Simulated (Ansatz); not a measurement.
Species: C$_{2}$H$_{4}$B, charge 0, doublet. C2H4B (SMILES C=[C]B, doublet).
B3LYP-D3(BJ)/def2-TZVP minimum from Ansatz (an electronic-structure program):
```xyz
7

B     -0.2989    -0.1530     1.4405
H     -1.3840     0.1186     1.8506
H      0.5475    -0.5469     2.1807
C      0.0005     0.0002    -0.0022
C      0.2620     0.1341    -1.2625
H      0.3449    -0.7240    -1.9272
H      0.4116     1.1113    -1.7184
```
Charge 0, spin multiplicity 2.

Total energies in cc-pVDZ, 15 correlated electrons, 3 frozen orbitals. UHF or UKS for unpaired electrons; spin-orbit terms are left out. Cores are frozen in correlated methods. No relativity. The UHF reference of C2H4B (B[C]=C, doublet) is spin-contaminated (<S^2> up to 0.11 over the pure value in the sets run).

```
method    program  energy (Eh)  minus CCSDT(Q) (mEh)
--------  -------  -----------  --------------------
HF         Ansatz   -102.67067                375.13
MP2        Ansatz   -102.98405                 61.75
CCSD       Ansatz   -103.03140                 14.40
CCSD(T)    Ansatz   -103.04355                  2.25
CCSDT(Q)   Ansatz   -103.04580                  0.00
```

Rough core times of Ansatz's runs on a shared machine: CCSD(T) 20 s, CCSDT(Q) 9 min.
